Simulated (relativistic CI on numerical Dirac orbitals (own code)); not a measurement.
Cu2+: resonant inelastic scattering at the M2,3 edge

Computed with this model: Dirac-Coulomb-Breit CI, KLI orbitals optimised for each configuration, a model potential for QED, valence Slater integrals scaled by 0.8, Kramers-Heisenberg scattering through one core-hole configuration in a parametric crystal field; configurations [Ar] 3d9 → [Ne] 3s2 3p5 3d10; 300 K; core-hole width 0.48 eV; summed over polarisations. Incident energies are the highest absorption maxima for each field (at most a few, so the weaker spin-orbit partner edge can be absent), on the computed scale of the free ion. Intensities are in per cent of the strongest line above 0.02 eV; levels within 1 cm⁻¹ are merged; final levels count from the ground level, the first row holds all elastic scattering, lines under 0.4 are left out and each table stops after 24 rows. The scale of the Slater integrals is a model choice and moves the terms in proportion.

Field parameters in Wybourne normalisation: Td as Oh with Dq negative (B⁴₀ = 21Dq, B⁴₄ = √(5/14) B⁴₀). The field is a parameter set, without covalency.

S is read from ⟨S²⟩ = S(S + 1).

Td, 10Dq = -1450 cm⁻¹:

```csv
Final level (eV),Degeneracy,Irrep,S,75.9 eV
0.000,2,Γ7,0.50,68.4
0.076,4,Γ8,0.50,100.0
0.350,4,Γ8,0.50,31.7
```

Td, 10Dq = -3250 cm⁻¹:

| Final level (eV) | Degeneracy | Irrep | S | 76 eV |
| --- | --- | --- | --- | --- |
| 0.000 | 2 | Γ7 | 0.50 | 69.8 |
| 0.111 | 4 | Γ8 | 0.50 | 100.0 |
| 0.539 | 4 | Γ8 | 0.50 | 57.6 |

Td, 10Dq = -5050 cm⁻¹:

| Final level (eV) | Degeneracy | Irrep | S | 76.1 eV |
| --- | --- | --- | --- | --- |
| 0.000 | 2 | Γ7 | 0.50 | 76.7 |
| 0.124 | 4 | Γ8 | 0.50 | 100.0 |
| 0.749 | 4 | Γ8 | 0.50 | 76.3 |

For the first field the strongest loss at the lowest incident energy is the level at 0.08 eV (S = 0.50, against 0.50 in the thermal ground state).
